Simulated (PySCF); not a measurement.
A side-by-side comparison of computed properties.

First species: C₃H₁₀OSSi₂.
SMILES: `C/C=C/S[SiH2]O[SiH3]`

Second species: C3H10OSSi2.
InChI=1S/C3H10OSSi2/c1-7-3-6-4-2-5-7/h7H,2-3,6H2,1H3/t7-/m1/s1

Levels: CAM-B3LYP/def2-SVPD for HOMO energy, LUMO energy, HOMO–LUMO gap and static isotropic polarisability; TDDFT CAM-B3LYP/def2-SVPD for lowest singlet excitation; TDA CAM-B3LYP/def2-SVPD for lowest triplet excitation (Tamm–Dancoff). Geometries: GFN2-xTB. Each species is one conformer at its optimised geometry, gas phase, non-relativistic unless stated. Electronic properties by PySCF.

The conformers computed, where there is a choice (atom-mapped SMILES and torsion angles):
- `[CH3:1]/[CH:2]=[CH:3]/[S:4][SiH2:5][O:6][SiH3:7]`: C2–C3–S4–Si5 -2°, C3–S4–Si5–O6 -58°, S4–Si5–O6–Si7 0°

The conformers of `C[Si@@H]1C[SiH2]OCS1` aren't listed.

```csv
property,column X,column Y
HOMO energy,-8.18 eV,-7.60 eV
LUMO energy,0.93 eV,0.64 eV
HOMO–LUMO gap,9.11 eV,8.24 eV
lowest singlet excitation,5.76 eV,5.40 eV
lowest triplet excitation (Tamm–Dancoff),5.39 eV,3.89 eV
static isotropic polarisability,107.3 au,110.5 au
```

Question: Which column belongs to which species?

Answer: Column X is the second species and column Y the first. The first has 17 atoms and 80 electrons, the second 17 and 80.

Question: How does each property change from the first species to the second?

Answer: HOMO energy -0.58 eV; LUMO energy +0.29 eV; HOMO–LUMO gap +0.87 eV; lowest singlet excitation +0.36 eV; lowest triplet excitation (Tamm–Dancoff) +1.50 eV; static isotropic polarisability -3.2 au.

On the first: The polarisability is 16.37 Å³ as a volume (1 au = 0.148185 Å³), or 1.38 au for each of the 80 electrons. In wavenumbers S1 is 43500 cm⁻¹ (1 eV = 8065.54 cm⁻¹). GFN2-xTB frequencies show an imaginary mode (28i cm⁻¹), so this geometry is no minimum at that level.

On the second: The vertical singlet–triplet gap S1 − T1 is 0.37 eV (TDDFT singlet less Tamm–Dancoff triplet; S1: HOMO→LUMO, weight 0.61; T1: HOMO→LUMO, weight 0.47). No computed singlet falls in the visible range (750 to 380 nm, 1.65 to 3.26 eV); S1 lies 2.50 eV above its blue end.
